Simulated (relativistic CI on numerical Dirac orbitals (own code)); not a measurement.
**Crystal-field levels of Ni2+, 3d8**

Calculated by Dirac-Coulomb-Breit CI, orbitals from a KLI potential per configuration, a model potential for QED, valence Slater integrals scaled by 0.85, one configuration in a parametric crystal field (own radial code).

Field parameters in Wybourne normalisation: D3d B²₀ = −7Dσ, B⁴₀ = −14Dq − 21Dτ, B⁴₃ = −14√(10/7) Dq; Oh B⁴₀ = 21Dq, B⁴₄ = √(5/14) B⁴₀. The field is a parameter set, without covalency.

S and J are read from ⟨S²⟩ = S(S + 1) and ⟨J²⟩ = J(J + 1) of each level; they are not fictitious spins.

D3d, 10Dq = 5250, Dσ = -80, Dτ = -240 cm⁻¹, the lowest 16 levels:

| E (cm⁻¹) | Degeneracy | Irrep | S | J |
| --- | --- | --- | --- | --- |
| 0.0 | 1 | A1 | 1.00 | 3.56 |
| 13.7 | 2 | E | 1.00 | 3.54 |
| 3733 | 2 | E | 1.00 | 3.66 |
| 3768 | 1 | A2 | 1.00 | 3.62 |
| 3946 | 2 | E | 1.00 | 3.41 |
| 4037 | 1 | A1 | 1.00 | 3.16 |
| 5184 | 2 | E | 1.00 | 3.15 |
| 5211 | 1 | A2 | 1.00 | 3.18 |
| 6726 | 1 | A1 | 1.00 | 3.69 |
| 7069 | 1 | A2 | 1.00 | 3.25 |
| 7172 | 2 | E | 1.00 | 3.23 |
| 7610 | 2 | E | 1.00 | 2.68 |
| 9628 | 2 | E | 0.99 | 2.83 |
| 9672 | 1 | A1 | 1.00 | 2.84 |
| 16046 | 2 | E | 0.06 | 2.36 |
| 19193 | 2 | E | 0.18 | 2.24 |

D3d, 10Dq = 15800, Dσ = -250, Dτ = 450 cm⁻¹, the lowest 16 levels:

```
E (cm⁻¹)  Degeneracy  Irrep     S     J
     0.0           1     A1  1.00  3.35
     2.1           2      E  1.00  3.34
   16204           2      E  0.49  3.03
   16950           1     A2  1.00  3.35
   17156           2      E  0.88  3.26
   17729           2      E  0.97  3.43
   18042           2      E  0.91  3.31
   18141           1     A1  1.00  3.05
   18178           1     A2  1.00  3.04
   24488           1     A1  0.99  3.01
   24630           2      E  1.00  2.87
   28043           1     A1  0.77  3.19
   28472           1     A2  1.00  3.07
   28783           2      E  1.00  2.71
   29048           2      E  1.00  2.44
   29333           1     A1  0.46  3.49
```

Oh, 10Dq = 21600 cm⁻¹, the lowest 10 levels:

| E (cm⁻¹) | Degeneracy | Irrep | S | J |
| --- | --- | --- | --- | --- |
| 0.0 | 3 | T2 | 1.00 | 3.34 |
| 16707 | 2 | E | 0.05 | 2.83 |
| 21452 | 3 | T1 | 1.00 | 3.45 |
| 21513 | 2 | E | 0.99 | 3.52 |
| 21796 | 3 | T2 | 1.00 | 3.12 |
| 21972 | 1 | A2 | 1.00 | 3.00 |
| 29518 | 1 | A1 | 0.23 | 3.56 |
| 31839 | 3 | T1 | 1.00 | 2.88 |
| 31963 | 1 | A1 | 0.90 | 3.23 |
| 32155 | 3 | T2 | 1.00 | 2.48 |

The free-ion ground term has S = 1. Every field shown keeps that spin.

Levels of this model without a field, named by their leading LS term: ³F4 0, ³F3 1306, ³F2 2188, ¹D2 14583, ³P2 17713, ³P1 18119, ³P0 18370, ¹G4 22574 cm⁻¹.
